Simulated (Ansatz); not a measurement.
**Reading a saddle point**

A first-order saddle point of GeAsNH₈, singlet, PBE0-D4/def2-TZVP, with one imaginary mode of 172i cm⁻¹:

```xyz
11
angstrom
Ge -1.1563 -0.4217 0.7646
N 0.7826 -0.0233 0.8751
H -1.3294 -0.7052 2.2838
H -1.3912 -1.7057 -0.0147
H -1.9432 0.8265 0.3972
H 0.9127 0.1909 -0.1770
As -0.0670 0.3639 -2.1813
H 1.0029 0.7837 1.4570
H 1.3485 -0.8147 1.1782
H 0.5509 1.7577 -2.0559
H 1.2896 -0.2523 -2.5270
```

Program: Ansatz 0.2.0. Basis: def2-TZVPP and def2-QZVPP. Cores are frozen in the correlated methods. Filled d shells of the heavier atoms are correlated. The def2 sets are not built for correlating such inner shells, so the correlated values are less sure here. Extrapolation: Hartree–Fock as exp(−7.88 √X), correlation as X^−2.97.

(1) Which contacts change along the imaginary mode, and what lies on either side? (A judgement: the text doesn't fix the answer.)

(2) Which side is lower, and how far does the saddle lie above each? (An estimate is asked for; the value comes from the calculation.)

The T1 diagnostic stays at or below 0.013.

Results:

(1) Computed: The step is GeNH₅ ([NH2][GeH3]) + AsH₃ → GeAsH₅ ([GeH3][AsH2]) + NH₃, with the molecules in contact on both sides. Shortening one way: Ge1–As7, N2–H6; lengthening the same way: Ge1–N2, H6–As7.
```tsv
pair	one side (Å)	saddle (Å)	other side (Å)
Ge1–As7	4.17	3.24	2.42
N2–H6	2.73	1.08	1.01
Ge1–N2	1.85	1.98	3.27
H6–As7	1.52	2.24	3.50
```

(2) By the calculation: The side with Ge1–As7, N2–H6 short is lower by 11.57 kcal/mol; the saddle lies 39.83 kcal/mol above it and 28.26 kcal/mol above the other (CCSD(T) at an estimated basis limit (MP2 extrapolated from triple and quadruple zeta, plus CCSD(T) − MP2 in triple zeta); electronic energies).

Labels in which every atom is bracketed show which atoms are joined, not bond orders.

For scale, one of the runs: CCSD(T)/def2-TZVPP, 239 basis functions, launched by `ansatz run in.yaml --threads 8 --pin off --events-out ev --progress --plain --max-ram 19148MiB`. Hardware: 8 CPU threads of an Arm Neoverse V1, shared host. Wall time 2.3 min; peak host memory 4.6 GiB.
